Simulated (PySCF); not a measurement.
# Bond curve of RbH⁺

Set-up: Rb def2-SVP with ECP28, H def2-SVP; scalar-relativistic core potentials (PySCF 2.14). Energies in eV from Rb⁺ + H in their ground configurations at the same level. State: ²Σ⁺ (doublet), unpaired electrons σ ↑.

| R (Å) | PBE | UHF-MP2 | LC-ωPBE |
| --- | --- | --- | --- |
| 3.068 | -0.0272 | 0.0090 | -0.0018 |
| 3.211 | -0.0335 | 0.0004 | -0.0099 |
| 3.354 | -0.0362 | -0.0042 | -0.0144 |
| 3.461 | -0.0367 | -0.0062 | -0.0163 |
| 3.568 | -0.0364 | -0.0074 | -0.0173 |
| 3.675 | -0.0356 | -0.0080 | -0.0177 |
| 3.818 | -0.0341 | -0.0083 | -0.0178 |
| 3.996 | -0.0318 | -0.0082 | -0.0172 |
| 4.210 | -0.0289 | -0.0078 | -0.0162 |
| 4.496 | -0.0251 | -0.0070 | -0.0145 |

Q: Put a parabola through the three lowest points of the PBE curve and estimate Re, k and ωe (reduced mass 0.996 u; 1 eV/Å² = 0.16022 mdyn/Å; ωe = 1302.8·√(k/μ) cm⁻¹).

A: Through R = 3.354, 3.461, 3.568 Å the second-order coefficient is 0.0349 eV/Å², so Re ≈ 3.474 Å, k ≈ 0.0112 mdyn/Å and ωe ≈ 138 cm⁻¹. A polynomial fit of higher order to the unrounded PBE energies gives Re = 3.469 Å, k = 0.0105 mdyn/Å, ωe = 134 cm⁻¹; anharmonicity and rounding make the difference.

The higher-order fit for each curve: PBE: Re = 3.469 Å, ωe = 134 cm⁻¹, De = 0.037 eV; UHF-MP2: Re = 3.877 Å, ωe = 59.1 cm⁻¹, De = 0.008 eV; LC-ωPBE: Re = 3.749 Å, ωe = 83.2 cm⁻¹, De = 0.018 eV.

Correlated steps freeze no core orbitals. The bond is weak. Basis-set superposition, not corrected here, can be much of De in a small basis, most of all at correlated wavefunction levels. Spin–orbit coupling is left out. For an ion De counts to the pair picked by the measured ionisation energies or electron affinities, which need not be the lowest pair at this level. The state is the lowest determinant that a PBE0 search found; another state may lie lower at other levels.
